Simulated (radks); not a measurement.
Effect of the nuclear size on the dysprosium ion Dy2+, [Xe] 4f10. Method: Dirac Kohn-Sham, exchange-only LDA, spin-unpolarised, spherical densities, finite nucleus; open shells are shared between the two j in proportion to 2j + 1; Fermi nuclear charge, rms radius 5.2218 fm; computed with a radial shooting solver on a logarithmic mesh with Libxc functionals. The rms radius is varied about that value; shifts are against it.

rms radius (fm),total energy shift (eV),density at nucleus (e/bohr^3),1s1/2 shift (meV),2s1/2 shift (meV),4p1/2 shift (meV),5s1/2 shift (meV),5p1/2 shift (meV),4f7/2 shift (meV),6s1/2 (empty) shift (meV)
4.2662,-8.75,7.788e+05,-3600,-472,0.188,-3.90,0.072,0.362,-0.542
4.9033,-3.06,7.499e+05,-1260,-165,0.065,-1.36,0.025,0.127,-0.190
5.2218,0,7.372e+05,0.000,0.000,0.000,0.000,0.000,0.000,0.000
5.6761,4.61,7.207e+05,1890,248,-0.098,2.05,-0.038,-0.191,0.285
5.8693,6.65,7.142e+05,2730,358,-0.141,2.96,-0.055,-0.275,0.412

Slopes of the eigenvalues against <r^2> in GHz/fm^2, as finite differences over the two radii next to the reference (eigenvalue slopes, not the field-shift constants of lines): 1s1/2 93200, 2s1/2 12200, 4p1/2 -4.81, 5s1/2 101, 5p1/2 -1.87, 4f7/2 -9.38, 6s1/2 (empty) 14.0.
